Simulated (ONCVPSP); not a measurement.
zinc (Zn): one change to an ONCV potential, before and after

ONCVPSP 4.0.1 input, shortened (lines: element, Z, core and valence counts, functional; n l f; lmax; l rc ep ncon nbas qcut; lloc lpopt rc5 dvloc0; l nproj debl; icmod fcfact rcfact), PBE, scalar-relativistic:

```
  Zn 30.00    5    2        4      upf
    1    0    2.00
    2    0    2.00
    2    1    6.00
    3    0    2.00
    3    1    6.00
    3    2   10.00
    4    0    1.00
    2
    0    2.20    0.00    4    8    3.60
    1    1.95    0.40    4    7    4.10
    2    0.95    0.00    4    8   16.10
    4    3    0.75    0.00
    0    2    1.20
    1    1    2.50
    2    2    2.10
    0    0.00    0.00
```

In the p channel the program set the typed energies aside and used 0.050 Ha.

All-electron outer shells of the reference configuration (PBE, scalar-relativistic, ld1.x):

```csv
shell,level (eV),outermost node (bohr),outermost maximum (bohr)
3p,-93.08,0.25,0.59
3d,-19.76,–,0.57
4s,-14.00,0.84,1.99
```

Change: s: qcut 2.1.

Cutoffs: the cutoffs (Ha) at which the residual kinetic energy of the hardest occupied pseudo-wave falls to 1 and 0.1 mHa per electron; they do not see the model core or the augmentation charge, which bear on the density cutoff. Errors are all-electron minus pseudo energies relative to the spin-unpolarised reference configuration.

Task: Predict the effect on cutoff, ghosts and configuration errors.

Result: The potential gets neither clearly harder nor softer (105 Ha and 117 Ha → 105 Ha and 117 Ha); both files keep a bound ghost (p, s); of the 4 tests that both files solve, the error grows in 2 and shrinks in 1 by more than 15 % and 0.3 meV (median size 25.5 → 33.5 meV).

```tsv
quantity	base	changed
cutoff, loose	105 Ha	105 Ha
cutoff, tight	117 Ha	117 Ha
loose cutoff by channel	s 5.6 Ha, d 105 Ha	s 29 Ha, d 105 Ha
bound ghosts	s, p	s, p
GHOST(+) flags under 300 eV	none	none
error for 3d10 4s2, meV [ΔE -9.89 eV]	+5.1	+6.7
error for 3d10 4s0, meV [ΔE 18.44 eV]	+18	+14
error for 3d9 4s0, meV [ΔE 58.98 eV]	+33	-95
error for 3d10 4s0 4p1, meV [ΔE 6.32 eV]	-49	-53
s: phases at 2.23 bohr within 0.05 rad from the reference energy up to (Ha; the scan ends near 5)	2.6	2.7
p: phases at 1.98 bohr within 0.05 rad from the reference energy up to (Ha; the scan ends near 5)	4.2	4.2
d: phases at 0.96 bohr within 0.05 rad from the reference energy up to (Ha; the scan ends near 5)	to the end of the scan	to the end of the scan
```

 A true bound ghost makes a file unfit for plane-wave use even where its test errors are small: the radial tests pick states by their node count and pass the ghost by.
